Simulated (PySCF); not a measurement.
Breaking a bond: SnH, doublet.

Levels: UKS-TPSSh = PySCF with unrestricted TPSSh/def2-SVP, def2 effective core potentials past Kr; UCCSD = CCSD on UHF/def2-SVP, 4 core orbitals frozen, def2 effective core potentials past Kr (PySCF); NEVPT2 = SC-NEVPT2 on CASSCF(5,5)/def2-SVP, all electrons correlated, def2 effective core potentials past Kr (PySCF 2.14.0); UKS-LDA (SVWN5) = unrestricted LDA (SVWN5)/def2-SVP, def2 effective core potentials past Kr run with PySCF; UCCSD(T) = CCSD(T) on UHF/def2-SVP, 4 core orbitals frozen, def2 effective core potentials past Kr (PySCF).

Energies are in mEh, each relative to the lowest point of its own curve near equilibrium.

```
R / Å  UKS-TPSSh  UCCSD  NEVPT2  UKS-LDA (SVWN5)  UCCSD(T)
-----  ---------  -----  ------  ---------------  --------
1.34        76.3   73.7    75.2             74.8      73.8
1.43        42.3   40.2    41.6             41.7      40.3
1.50        24.7   23.1    24.3             24.5      23.2
1.62         7.1    6.3     7.1              7.2       6.4
1.66         3.9    3.3     3.9              4.1       3.4
1.74         0.5    0.3     0.5              0.6       0.4
1.78         0.0    0.0     0.0              0.0       0.0
1.83         0.3    0.5     0.2              0.2       0.4
1.90         2.0    2.5     1.9              1.7       2.4
1.94         3.6    4.1     3.4              3.2       4.0
2.05         9.6   10.3     9.0              8.8      10.0
2.18        18.6   19.2    17.4             17.4      18.8
```

The scan ran from 1.34 to 7.16 Å; beyond the distances shown one of the unrestricted levels run for this scan, shown here or not, changes its spin distribution in one step.
